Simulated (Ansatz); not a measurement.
FeF3⁺, relaxed as a singlet with RKS PBE-D4/def2-TZVP in Ansatz, starting from the PBE-D4/def2-TZVP geometry of the neutral doublet. Force threshold 0.02 eV/Å.

A triplet lies near this restricted singlet, and broken spin symmetry wasn't tried. An occupied level of the relaxed charge 1 singlet lies above an empty one (by up to 0.32 eV), so this SCF solution is probably not the lowest. The relaxation made no stability test and no search for a lower SCF solution. At PBE0-D4/def2-TZVP a triplet of charge 1 lies 1.17 eV below the restricted singlet, each at its own geometry. That triplet is doubtful there (⟨S²⟩ 2.81, where a pure state has 2.00). The structure comes from a short search, and lower isomers may exist.

Start:

```tsv
atom	x (Å)	y (Å)	z (Å)
Fe1	0.101	-0.026	-0.025
F2	0.340	-0.130	-1.721
F3	-1.514	0.392	0.373
F4	1.073	-0.236	1.373
```

Question: Estimate the energy that the relaxation releases and the steps that it takes.

Answer: 5.8 kcal/mol, in 10 steps; 7.5 s on 4 threads of Arm Neoverse V2 on a shared host. No frequencies were taken in this run, so the end may be a saddle point.

Question: Does the start keep its bonding and symmetry?

Answer: By distances, no bond broke or formed. The bond that changes most is Fe1–F2, from 1.72 to 1.64 Å (atoms count from 1). Point group C2v at the start, Cs at the end, both within 0.05 Å.

Question: Predict the relaxed structure.

Answer: 
```xyz
4

Fe    0.032    0.052   -0.062
F     0.453   -0.179   -1.630
F    -1.495    0.380    0.464
F     1.010   -0.253    1.229
```
Bond lengths: 3 × F–Fe 1.64 to 1.65 Å.
